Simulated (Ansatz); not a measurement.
`C[N](C)[Y]([OH])[O][SiH3]` at its PBE0-D4/def2-TZVP geometry, where that method's forces vanish. Total charge 0; spin multiplicity 1. Y takes the def2 core potential.

```xyz
17

C     0.6210   -0.6868    1.7906
N     0.4173   -1.2320    0.4706
C     0.7466   -2.6346    0.4295
Y    -0.2856   -0.0472   -1.1662
O    -0.4999   -1.0082   -2.9364
O    -0.6673    1.9525   -0.7703
Si   -0.9800    3.5186   -0.5026
H     0.3713    0.3805    1.8202
H    -0.0023   -1.1879    2.5488
H     1.6665   -0.7854    2.1250
H     1.7979   -2.8222    0.7020
H     0.1302   -3.2262    1.1257
H     0.5908   -3.0439   -0.5741
H    -0.6528   -1.3044   -3.8285
H    -1.2473    4.2493   -1.7763
H    -2.1768    3.6866    0.3730
H     0.1704    4.1913    0.1690
```

Problem. What forces (eV/Å) does ωB97M-V/def2-TZVPP give on these atoms in Ansatz 0.2.0? (Estimate.)

Solution. The calculation gave: 
```
C1   0.065  0.078  0.327
N2  -0.060  0.096 -0.149
C3   0.090 -0.330  0.040
Y4   0.005 -0.006  0.012
O5  -0.032 -0.051 -0.174
O6  -0.008  0.022 -0.008
Si7 -0.060  0.312  0.059
H8   0.016 -0.066  0.001
H9   0.050  0.042 -0.064
H10 -0.086  0.009 -0.031
H11 -0.087  0.018 -0.024
H12  0.049  0.050 -0.058
H13  0.012  0.023  0.069
H14  0.009 -0.006  0.033
H15  0.032 -0.088  0.145
H16  0.136 -0.022 -0.101
H17 -0.130 -0.080 -0.077
```
